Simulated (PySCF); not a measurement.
Dipole polarisabilities along group 12, charge +1

Calculated with PySCF 2.14 for the ground configurations, without spin-orbit coupling: coupled response for Hartree-Fock and DFT. Mean α in bohr³, C₆ of like pairs in atomic units.

```csv
species,α UHF,α PBE,α PBE0,C₆ UHF,C₆ PBE,C₆ PBE0
"Zn⁺ [Ar] 3d10 4s1 (aug-cc-pVTZ-PP with one added diffuse shell each of s, p, d, f, g type with ECP10MDF, ECP)",24.19,17.18,18.42,105.8,72.77,77.87
"Cd⁺ [Kr] 4d10 5s1 (aug-cc-pVTZ-PP with one added diffuse shell each of s, p, d, f, g type with ECP28MDF, ECP)",32.35,22.22,23.80,193.1,133.9,141.9
"Hg⁺ [Xe] 4f14 5d10 6s1 (aug-cc-pVTZ-PP with one added diffuse shell each of s, p, d, f, g type with ECP60MDF, ECP)",24.33,19.21,19.87,175.3,145.7,148.7
```

The values depend on the diffuse functions of the basis.
